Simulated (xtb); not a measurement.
xtb input (GFN-FF):

```bash
xtb mol.xyz --gfnff --opt tight --chrg 0 --uhf 0
```
mol.xyz:
```
18

C     -1.72846588     0.11532162     1.53286805
Si    -1.30624808    -0.09494814    -0.27287230
C     -2.53855560    -1.19808587    -1.13565886
C     -1.16762235     1.56359890    -1.12241389
O      0.16765359    -0.86487694    -0.37557958
Si     1.76423911    -0.66373544    -0.25493197
Cl     2.19905442     0.87609579     1.06648301
H     -2.69788056     0.60457248     1.65510742
H     -1.77428192    -0.85092315     2.03988250
H     -0.97654476     0.72504138     2.03768097
H     -2.27075119    -1.34097459    -2.18465363
H     -3.54117107    -0.76509669    -1.10103765
H     -2.58131017    -2.18130691    -0.66242083
H     -2.12059717     2.09758827    -1.09710570
H     -0.42021584     2.19153681    -0.63259883
H     -0.87824537     1.44813498    -2.16939809
H      2.38187052    -1.88785927     0.28167663
H      2.34996249    -0.27876438    -1.55221926
```

End of the output:

```
         :::::::::::::::::::::::::::::::::::::::::::::::::::::
         ::                     SUMMARY                     ::
         :::::::::::::::::::::::::::::::::::::::::::::::::::::
         :: total energy              -2.244612598326 Eh    ::
         :: gradient norm              0.000195554767 Eh/a0 ::
         ::.................................................::
         :: bond energy               -2.287639611902 Eh    ::
         :: angle energy               0.024495875633 Eh    ::
         :: torsion energy            -0.000068917093 Eh    ::
         :: repulsion energy           0.104106964244 Eh    ::
         :: electrostat energy        -0.072106551259 Eh    ::
         :: dispersion energy         -0.012485292354 Eh    ::
         :: HB energy                  0.000000000000 Eh    ::
         :: XB energy                  0.000000000000 Eh    ::
         :: bonded atm energy         -0.000915065595 Eh    ::
         :: external energy            0.000000000000 Eh    ::
         :: add. restraining           0.000000000000 Eh    ::
         :: total charge              -0.000000000000 e     ::
         :::::::::::::::::::::::::::::::::::::::::::::::::::::

           -------------------------------------------------
          |                Property Printout                |
           -------------------------------------------------

molecular dipole:
                 x           y           z       tot (Debye)
 q only:       -0.859      -0.094      -0.211       2.260
           -------------------------------------------------
          |                Geometry Summary                 |
           -------------------------------------------------

      molecular mass/u    :      154.7428959
   center of mass at/Å    :       -0.0198504       0.0556600      -0.0405198
  moments of inertia/u·Å² :        0.2237313E+03   0.5292678E+03   0.5879365E+03
rotational constants/cm⁻¹ :        0.7534767E-01   0.3185086E-01   0.2867254E-01

 * 17 selected distances

     #   Z          #   Z                                           value/Å
     1   6 C        2  14 Si                                      1.8711785
     2  14 Si       3   6 C                                       1.8708135
     2  14 Si       4   6 C                                       1.8711306
     2  14 Si       5   8 O                                       1.6762236
     5   8 O        6  14 Si                                      1.6749225
     6  14 Si       7  17 Cl                                      2.0860671 (max)
     1   6 C        8   1 H                                       1.0860235
     1   6 C        9   1 H                                       1.0857195
     1   6 C       10   1 H                                       1.0856863 (min)
     3   6 C       11   1 H                                       1.0857553
     3   6 C       12   1 H                                       1.0861712
     3   6 C       13   1 H                                       1.0857569
     4   6 C       14   1 H                                       1.0860049
     4   6 C       15   1 H                                       1.0856888
     4   6 C       16   1 H                                       1.0856976
     6  14 Si      17   1 H                                       1.4683431
     6  14 Si      18   1 H                                       1.4680559

 * 5 distinct bonds (by element types)

   Z      Z             #   av. dist./Å        max./Å        min./Å
   1 H    6 C           9     1.0858338     1.0861712     1.0856863
   1 H   14 Si          2     1.4681995     1.4683431     1.4680559
   6 C   14 Si          3     1.8710409     1.8711785     1.8708135
   8 O   14 Si          2     1.6755730     1.6762236     1.6749225
  14 Si  17 Cl          1     2.0860671     2.0860671     2.0860671

optimized geometry written to: xtbopt.xyz

           -------------------------------------------------
          | TOTAL ENERGY               -2.244612598326 Eh   |
          | GRADIENT NORM               0.000195554767 Eh/α |
           -------------------------------------------------
########################################################################
[WARNING] Runtime exception occurred
-1- gfnff_setup: Could not read topology file.
########################################################################

------------------------------------------------------------------------
------------------------------------------------------------------------
 total:
 SCF:
 ANC optimizer:
Note: The following floating-point exceptions are signalling: IEEE_UNDERFLOW_FLAG IEEE_DENORMAL
normal termination of xtb
```
